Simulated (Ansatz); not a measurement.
`[CH3][Al]([CH3])[BH][SiH3]`, relaxed with RKS PBE-D4/def2-SVP in Ansatz from a rough embedded geometry. The force threshold is 0.03 eV/Å; the program also tests the step.

Charge 0, multiplicity 1.

Start:

```xyz
15

C    -0.298   -1.236    2.336
Al   -0.159   -0.466    0.543
C    -1.021   -1.362   -0.981
B     0.822    1.310    0.183
Si    0.943    2.090   -1.531
H    -0.833   -2.236    2.299
H    -0.761   -0.570    3.029
H     0.764   -1.505    2.669
H    -0.324   -1.634   -1.766
H    -1.563   -2.301   -0.650
H    -1.821   -0.686   -1.417
H     1.364    1.829    1.145
H    -0.390    2.326   -1.969
H     1.707    3.303   -1.459
H     1.570    1.137   -2.433
```

```tsv
step	energy (eV)	largest force (eV/Å)	largest move (Å)
1	-17367.0349	2.662	0.000
2	-17367.5222	0.858	0.195
3	-17367.5942	0.177	0.115
4	-17367.5993	0.073	0.087
5	-17367.6074	0.072	0.200
6	-17367.6140	0.155	0.154
7	-17367.6318	0.177	0.192
8	-17367.6501	0.282	0.199
9	-17367.6730	0.210	0.196
10	-17367.6924	0.128	0.193
11	-17367.7043	0.355	0.198
12	-17367.7275	0.213	0.191
13	-17367.7418	0.259	0.142
14	-17367.7596	0.267	0.195
15	-17367.7695	0.304	0.189
16	-17367.7782	0.286	0.117
17	-17367.7871	0.148	0.119
18	-17367.7902	0.111	0.116
19	-17367.7907	0.092	0.109
20	-17367.7922	0.027	0.044
```

End:

```xyz
15

C    -0.691   -0.806    2.221
Al   -0.020   -0.719    0.360
C    -0.689   -2.011   -0.982
B     1.335    0.806   -0.203
Si    0.748    2.516   -1.088
H    -1.598   -1.439    2.314
H    -0.922    0.196    2.640
H     0.089   -1.247    2.881
H     0.003   -2.176   -1.833
H    -0.926   -2.996   -0.527
H    -1.640   -1.623   -1.414
H     2.550    0.680   -0.105
H    -0.682    2.923   -0.826
H     1.617    3.731   -0.875
H     0.827    2.164   -2.564
```

Hardware: 4 threads of an AMD EPYC 9R45 on a shared host. Wall time 12 s, peak host memory 0.2 GiB.
